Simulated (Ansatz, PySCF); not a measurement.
ClI, SMILES ClI. Atoms are numbered in the order given.

```xyz
2

Cl     0.0000     0.0000    -1.7654
I      0.0000     0.0000     0.5794
```
Charge 0, spin multiplicity 1.

Geometry: B3LYP-D3(BJ)/def2-TZVP. The def2 effective core potentials stand for the cores of I; spin–orbit coupling is left out.

Two levels are set side by side: PBE-D3(BJ)/def2-TZVP (Ansatz, a quantum-chemistry and plane-wave program) and B3LYP-D3(BJ)/def2-TZVP (Ansatz). Each level has its own optimised geometry; the coordinates shown are those of the second. Frequencies come from the Hessian of PySCF at each geometry. Differences are taken from unrounded values.

```tsv
quantity	B3LYP-D3(BJ)
bond Cl1–I2 (Å)	2.345
highest harmonic wavenumber (cm⁻¹)	375
mean harmonic wavenumber (cm⁻¹)	375
zero-point energy (kcal/mol)	0.54
```

### Question
What does PBE-D3(BJ) give, and how far is it from B3LYP-D3(BJ)? (The exact figures need the calculation; the answer reports its results.)

### Answer

```tsv
quantity	PBE-D3(BJ)	PBE-D3(BJ) minus B3LYP-D3(BJ)
bond Cl1–I2 (Å)	2.340	-0.005
highest harmonic wavenumber (cm⁻¹)	374	-1
mean harmonic wavenumber (cm⁻¹)	374	-1
zero-point energy (kcal/mol)	0.53	0.00
```

On these quantities the two levels nearly agree.
